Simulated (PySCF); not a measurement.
Fine-structure interval of Tb³⁰⁺ by level of theory

Tb³⁰⁺ [Ar] 3d10 4s2 4p5 [4p1/2^2 4p3/2^3, M_J = 3/2] → Tb³⁰⁺ [Ar] 3d10 4s2 4p5 [4p1/2^1 4p3/2^4, M_J = 1/2], as a difference of total energies. Computed with PySCF 2.14 in an even-tempered Gaussian basis (17 s from 2.8 bohr⁻², ratio 2.8; 14 p from 3.6 bohr⁻², ratio 2.8; 8 d from 6.4 bohr⁻², ratio 2.8; 4 f from 19 bohr⁻², ratio 3), with the two-component X2C-1e Hamiltonian. Correlated levels: [Ne] frozen; the 80 highest virtual spinors dropped. "Screened" scales the spin-orbit matrix elements by Boettger's factors to mimic the two-electron term; Breit and QED terms are absent.

```json
{"method": "GHF (screened spin-orbit)", "fine-structure interval (cm⁻¹)": "380350"}
{"method": "GMP2 (screened spin-orbit)", "fine-structure interval (cm⁻¹)": "380750"}
{"method": "GHF (bare spin-orbit)", "fine-structure interval (cm⁻¹)": "393420"}
```
